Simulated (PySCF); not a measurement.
Compound: p-chlorotoluene, C7H7Cl.
Z-matrix (Å and degrees, PBE0-D3(BJ)/def2-TZVP geometry), rows numbered from 1:
```
C 
C   1  1.4980
C   2  1.3906  1  121.22
C   3  1.3865  2  121.56  1   178.87
C   4  1.3840  3  119.14  2     0.11
Cl  5  1.7292  4  119.65  3   179.86
C   5  1.3861  4  120.65  3     0.07
C   7  1.3844  5  119.31  4    -0.09
H   1  1.0908  2  111.32  3    17.16
H   1  1.0942  2  110.99  3  -102.69
H   1  1.0920  2  111.31  3   137.86
H   3  1.0849  2  119.45  1    -1.19
H   4  1.0827  3  120.88  2   179.86
H   7  1.0826  5  119.83  4   179.72
H   8  1.0852  2  119.53  1     1.20
```

Computed with PySCF at wB97X-D/pcSseg-2, non-relativistic, on one gas-phase PBE0-D3(BJ)/def2-TZVP geometry that isn't relaxed in the solvent. The solvent is an IEF-PCM continuum (van der Waals radii × 1.2). The model holds no explicit solvent molecules, cavitation or dispersion.

Gas phase at wB97X-D/pcSseg-2: HOMO -8.62 eV, LUMO 1.18 eV, dipole 2.27 D.

Problem. What does the continuum do to the energy, the frontier levels and the dipole at wB97X-D/pcSseg-2 in chloroform?

Solution. 
```csv
solvent,ε,E(solvent) − E(gas) (kJ/mol),polarisation term (kJ/mol),distortion of the solute (kJ/mol),HOMO (eV),LUMO (eV),dipole (D)
chloroform,4.711,-9.34,-10.35,1.01,-8.61,1.24,2.82
```

The polarisation term is half the interaction of the solute with the surface charges that it induces; the rest is the cost of distorting the solute's density. The sum is the electrostatic part of solvation alone.

Problem. Which radius a makes the point-dipole formula ΔE = −[(ε − 1)/(2ε + 1)]·μ²/a³ give the value in chloroform, with the gas-phase dipole?

Solution. μ = 0.894 au and |ΔE| = 0.00356 Eh give a = 2.28 Å; the farthest nucleus lies 3.76 Å from the centroid of the nuclei, so such a sphere wouldn't even hold the nuclei. The formula assumes a rigid point dipole at the centre of a sphere.

Note: wB97X-D ran without an empirical dispersion term, which enters the total energy and its gradient alone.
